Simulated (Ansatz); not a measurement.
A CCSD(T) single point on H$_{8}$InNSi$_{2}$.

```yaml
crystal:
  periodic: [false, false, false]
  atoms:
    - {symbol: N, position_ang: [-1.583537, 0.568559, 0.615761]}
    - {symbol: Si, position_ang: [-1.237481, 0.198712, -1.005445]}
    - {symbol: In, position_ang: [1.583566, -1.030915, -1.963310]}
    - {symbol: Si, position_ang: [1.866616, -0.496375, 0.759560]}
    - {symbol: H, position_ang: [-0.932597, 0.346293, 1.352493]}
    - {symbol: H, position_ang: [-2.191103, 1.334173, 0.853500]}
    - {symbol: H, position_ang: [-0.926938, -1.257949, -1.187500]}
    - {symbol: H, position_ang: [-2.417418, 0.570636, -1.824857]}
    - {symbol: H, position_ang: [-0.039938, 0.875136, -1.636157]}
    - {symbol: H, position_ang: [0.795092, -0.951891, 1.711135]}
    - {symbol: H, position_ang: [2.056053, 0.955665, 1.085760]}
    - {symbol: H, position_ang: [3.104684, -1.167142, 1.273062]}
basis:
  gaussian: {orbitals: def2-TZVPP}
correlation: {method: ccsd_t}
```

```sh
$ ansatz run in.yaml --threads 4 --pin off --events-out ev --progress --plain --max-ram 10444MiB
```

The program prints (abridged):

```
Functional definition: HF
1762 factors; integrals over basis functions are off by at most 1.3e-3 eV
mean field evaluation 1: about -22479.1416 eV, gradient 3.5e1 eV
mean field evaluation 2: about -22479.3109 eV, gradient 3.6e1 eV
mean field evaluation 4: about -22482.9872 eV, gradient 3.8e0 eV
mean field evaluation 8: about -22483.0811 eV, gradient 2.9e-1 eV
mean field evaluation 32: about -22476.6112 eV, gradient 5.7e0 eV
mean field -22483.08181628 eV, -826.2380171681 hartree, gradient 1.5e-6 eV, S^2 0.000000; 1 other end points of the search recorded, 0 dependent functions left out
15 core orbitals not correlated: weight in the atoms' cores, before any rotation towards them, 1.000 or more for the frozen orbitals, at most 0.000 for the correlated occupied ones
reference -22483.08181628 eV, -826.2380171681 hartree; 17, 17 occupied and 245, 245 virtual orbitals, 1762 factors
second order -20.88424135 eV of doubles, -0.00000000 eV of singles
cycle   1  -21.50643732 eV  change   -6.2e-1 eV  update   1.2e-1
cycle   2  -22.15473926 eV  change   -6.5e-1 eV  update   3.5e-2
cycle   3  -22.24102445 eV  change   -8.6e-2 eV  update   1.6e-2
cycle   4  -22.22772530 eV  change    1.3e-2 eV  update   4.7e-3
cycle   5  -22.22541415 eV  change    2.3e-3 eV  update   2.3e-3
cycle   6  -22.22551599 eV  change   -1.0e-4 eV  update   8.8e-4
cycle   7  -22.22524807 eV  change    2.7e-4 eV  update   4.4e-4
cycle   8  -22.22531976 eV  change   -7.2e-5 eV  update   2.0e-4
cycle   9  -22.22541981 eV  change   -1.0e-4 eV  update   8.8e-5
cycle  10  -22.22538710 eV  change    3.3e-5 eV  update   3.7e-5
perturbative correction -0.75077100 eV, -0.0275903255 hartree
Total energy: -22506.05797438 eV, -827.0823754044 hartree
```

Hardware: 4 threads of an Intel Xeon Platinum 8488C on a shared host. Wall time 2.4 min, peak host memory 7.7 GiB.

MP2 recovers 90.9 % of the CCSD(T) correlation energy and the triples give 3.3 %; T1 = 0.0150.
